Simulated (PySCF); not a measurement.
**A search over the determinants of CsB**

Unrestricted PBE0; Cs def2-TZVPP with ECP46, B def2-TZVPP; scalar-relativistic core potentials (PySCF 2.14). Outer shells of the fragments: Cs 6s1; B 2s2 2p1.

Followed along the bond (rough minima from three points):

| 2Ms+1 | unpaired | ⟨S²⟩ at the start | R at minimum (Å) | Te (eV) |
| --- | --- | --- | --- | --- |
| 3 | σ ↑, π ↑ | 2.00 | 3.09 | 0.00 |
| 3 | π ↑↑ | 2.00 | 2.74 | 0.02 |
| 1 | σ ↓, π ↑ | 1.01 | 3.10 | 0.20 |
| 1 | π ↑↓ | 1.01 | 2.75 | 0.22 |
| 1 | none | 0.00 | 3.48 | 0.76 |

Solutions found at the starting distance of 3.020 Å, counted from the lowest of them; the search is not exhaustive and high or unbound solutions are not listed, so other states can lie among these:

```csv
2Ms+1,unpaired,term,E (eV),⟨S²⟩,⟨Lz²⟩,μ (D)
3,"σ ↑, π ↑",³Π,0.00,2.00,1.01,-8.38
3,π ↑↑,³Σ⁻,0.11,2.00,0.00,-10.09
1,"σ ↓, π ↑",mixed,0.20,1.01,1.01,-8.08
1,π ↑↓,mixed,0.30,1.01,2.02,-10.00
1,none,¹Σ⁺,0.95,0.00,0.00,-5.79
1,none,mixed,1.12,0.00,2.00,-9.49
3,σ ↑↑,³Σ⁺,1.42,2.00,0.00,1.97
3,π ↑↑,mixed,2.53,2.00,2.01,4.58
3,"π ↑, δ ↑",mixed,2.75,2.00,5.01,0.43
3,"π ↑, δ ↑",mixed,2.76,2.00,4.93,0.49
```

A term symbol is given only where ⟨S²⟩ and ⟨Lz²⟩ are close to those of a pure state; real π, δ and φ orbitals otherwise mix terms. A positive dipole means Cs(−)B(+).

**Question.** Compare the gap between the two lowest followed solutions at the starting distance with the gap between their minima.

**Answer.** At PBE0 the second solution (triplet, unpaired electrons π ↑↑) lies +0.11 eV from the first (triplet, unpaired electrons σ ↑, π ↑) at 3.020 Å and +0.02 eV at the minima; the two curves relax by different amounts, since their minima lie near 2.74 and 3.09 Å. A gap this small is a tie at this level.

Spin–orbit coupling is left out.
